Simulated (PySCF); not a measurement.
A calculated (UHF, PySCF 2.14, aug-cc-pVQZ-DK, the spin-free X2C one-electron Hamiltonian (Gaussian nucleus)) atom or ion has these occupied shells.

```
shell  electrons  orbital energy (eV)  rms radius, mean of both spins (bohr)
 1s α          1             -11188.1                                 0.0542
 1s β          1             -11188.0                                 0.0542
 2s α          1              -1463.1                                  0.227
 2s β          1              -1463.1                                  0.227
 2p α          3              -1275.2                                  0.203
 2p β          3              -1275.1                                  0.203
 3s α          1              -210.67                                  0.668
 3s β          1              -210.56                                  0.668
 3p α          3              -150.92                                  0.701
 3p β          3              -150.77                                  0.701
 3d α          5              -52.683                                  0.813
 3d β          5              -52.613                                  0.813
 4s α          1              -24.573                                   2.24
 4s β          1              -22.270                                   2.24
 4p α          1              -15.579                                   2.76
```

**Question.** Name the element and its charge.

**Answer.** Ge⁺ (germanium, charge +1), in [Ar] 3d10 4s2 4p1, 2P determinant.
